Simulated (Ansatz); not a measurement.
Start from `P[SiH2][AlH][Cl]` and change one atom or group to get `[OH][AlH][SiH2]P`.

Ansatz, PBE0-D4/def2-TZVP geometries, multiplicity 1. Each molecule was computed in one conformer, which needn't be the lowest.

| property | `P[SiH2][AlH][Cl]` |
| --- | --- |
| HOMO energy (PBE0/def2-TZVPP) / eV | -7.14 |
| HOMO energy (B3LYP/def2-TZVPP) / eV | -6.94 |
| LUMO energy (ωB97M-V/def2-TZVPP) / eV | -0.40 |
| LUMO energy (PBE/def2-TZVPP) / eV | -2.76 |
| HOMO–LUMO gap (B3LYP/def2-TZVPP) / eV | 4.74 |
| size of the dipole moment (B3LYP/def2-TZVPP) / D | 1.17 |

(1) Give the same properties after the change, and the shifts. (An estimate is asked.)

## Answers

(1) The calculation gave: 
| property | `[OH][AlH][SiH2]P` | shift |
| --- | --- | --- |
| HOMO energy (PBE0/def2-TZVPP) / eV | -6.94 | 0.20 |
| HOMO energy (B3LYP/def2-TZVPP) / eV | -6.74 | 0.20 |
| LUMO energy (ωB97M-V/def2-TZVPP) / eV | 0.12 | 0.52 |
| LUMO energy (PBE/def2-TZVPP) / eV | -2.23 | 0.53 |
| HOMO–LUMO gap (B3LYP/def2-TZVPP) / eV | 5.07 | 0.33 |
| size of the dipole moment (B3LYP/def2-TZVPP) / D | 1.80 | 0.63 |

With PBE0 the HOMO rises by 0.20 eV and the LUMO rises by 0.53 eV, so the gap widens by about 0.33 eV. PBE moves the HOMO by 0.20 eV and ωB97M-V by 0.19 eV. The zero-point energy changes by 31.9 kJ/mol with +3 modes. Dipoles are sizes alone; their direction can turn.

B3LYP here is the variant with VWN-RPA as its local correlation; programs differ in this.
